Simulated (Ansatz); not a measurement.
A series at Ga: from `[F][Ga]([F])[F]`, ligands are replaced one by one, each step taking up NH₃ and setting free H–F; n counts the steps. Ansatz, PBE0-D4/def2-TZVP geometries. Each molecule was computed in one conformer, which needn't be the lowest.

```json
{"n": "0", "molecule": "`[F][Ga]([F])[F]`", "HOMO energy, ωB97M-V/def2-TZVPP (eV)": "-14.31"}
{"n": "1", "molecule": "`[NH2][Ga]([F])[F]`", "HOMO energy, ωB97M-V/def2-TZVPP (eV)": "-10.74"}
{"n": "2", "molecule": "`[NH2][Ga]([NH2])[F]`", "HOMO energy, ωB97M-V/def2-TZVPP (eV)": "-9.77"}
{"n": "3", "molecule": "`[NH2][Ga]([NH2])[NH2]`", "HOMO energy, ωB97M-V/def2-TZVPP (eV)": "?"}
```

Question: By hand: fit a straight line y = ȳ + b (n − n̄) to the 3 given rows and predict n = 3.

Answer: n̄ = 1.000, ȳ = -11.607; Σ(n − n̄)(y − ȳ) = 4.540, Σ(n − n̄)² = 2.000, so b = 2.270 eV a step. Prediction: -11.607 + (2.270) × (2.000) = -7.07 eV.

Question: By hand: compare with the computed value, -9.16 eV, and give the steps along the whole series.

Answer: The line misses by -2.09 eV (computed minus predicted). Steps: 3.57, 0.97, 0.61 eV.

One step carries most of the change, so a line is a poor guide. The highest orbital can change its character along such a series. The miss is 40.6 % of the series' range.
